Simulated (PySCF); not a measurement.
NICS in one family of compounds.

Definitions: NICS(0) = −σiso at the ring centroid; NICS(1) = −σiso and NICS(1)zz = −σzz at ±1 Å along the ring normal z. Level: GIAO PBE0/pcSseg-1 (PySCF, non-relativistic, gas phase) on the GFN2-xTB geometries, one conformer each. Atom numbers follow the mapped SMILES.

Question: Order these rings by mean NICS(1)zz, lowest (most negative) first (ppm).
A. ring C3–C4–C5 in `[CH2:1]=[P:2][CH:3]1[CH2:4][CH2:5]1`
B. ring C3–C4–C5–C6–O7 in `[CH2:1]=[P:2][c:3]1[cH:4][cH:5][cH:6][o:7]1`
C. ring C3–C4–C5–C6–C9–C10 in `[CH2:1]=[P:2][c:3]1[cH:4][cH:5][c:6]([O:7][CH3:8])[cH:9][cH:10]1`

Answer: C (-26.0), B (-24.9), A (-23.2).

```tsv
SMILES	ring	NICS(0)	NICS(1)	NICS(1)zz	HOMA	rms pucker (Å)	ring atoms with four or more neighbours
C=Pc1ccc(OC)cc1	6-membered carbocycle; formal bonds all aromatic	-8.8	-10.8	-26.0	0.99	0.01	0
C=Pc1ccco1	5-membered ring with O; formal bonds all aromatic	-10.4	-9.9	-24.9	0.53	0.00	0
C=PC1CC1	3-membered carbocycle; formal bonds all single	-42.9	-8.2	-23.2	–	0.00	3
```

NICS(0) gives another order. The isotropic NICS(1) gives the same order. HOMA uses Krygowski's 1993 parameters; it is left out where a ring has a four-coordinate atom, a triple bond, no multiple bond or a kind of bond without parameters. NICS(1) and NICS(1)zz are means over the two faces.
